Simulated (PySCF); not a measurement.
Compound: C4H7BrO2.
Atom-mapped SMILES: `[CH3:1][O:2][C@H:3]([CH3:4])[C:5](=[O:6])[Br:7]` (hydrogens: H8, H9, H10 on C1; H11 on C3; H12, H13, H14 on C4)

Computed, not measured: PySCF 2.14.0, density-fitted response routines, TDDFT CAM-B3LYP/def2-SVPD, vertical, gas phase, core orbitals frozen in the response. Geometry: PBE0-D3(BJ)/def2-SVP, one conformer, isolated molecule. Relativistic effects, spin–orbit coupling among them, are left out although an element past zinc is present. Torsions of this conformer, `[CH3:1][O:2][C@H:3]([CH3:4])[C:5](=[O:6])[Br:7]`: C1–O2–C3–C4 -169°, O2–C3–C5–O6 12°.

Computed singlets:

| state | E (eV) | f |
| --- | --- | --- |
| S1 | 4.80 | 0.0003 |
| S2 | 5.91 | 0.0002 |
| S3 | 6.12 | 0.0003 |
| S4 | 6.44 | 0.0044 |
| S5 | 6.49 | 0.0017 |
| S6 | 6.54 | 0.011 |
| S7 | 7.28 | 0.444 |
| S8 | 7.54 | 0.016 |
| S9 | 7.76 | 0.016 |
| S10 | 8.04 | 0.048 |

Problem. How much of the mean static polarisability do these states give, one by one?

Solution. Each state adds f / ΔE² (ΔE in hartree, 27.2114 eV).

```tsv
state	f/ΔE² (au)	running sum (au)	running share of α (%)
S1	0.01	0.01	0.0
S2	0.00	0.01	0.0
S3	0.01	0.02	0.0
S4	0.08	0.10	0.1
S5	0.03	0.13	0.2
S6	0.18	0.31	0.4
S7	6.20	6.51	8.1
S8	0.20	6.72	8.4
S9	0.20	6.92	8.6
S10	0.55	7.47	9.3
```

The full response gives 80.06 au (11.86 Å³), so 72.6 au comes from the higher roots of the same equations.

Problem. By how much does the contribution of these states grow at 1064 nm?

Solution. With ω = 0.0428 hartree each state's term in the mean polarisability goes from f / ΔE² to f / (ΔE² − ω²); the sum over all 10 states goes from 7.47 to 7.66 au, a rise of 0.19 au.

The largest single term belongs to S7, which also has the largest f.
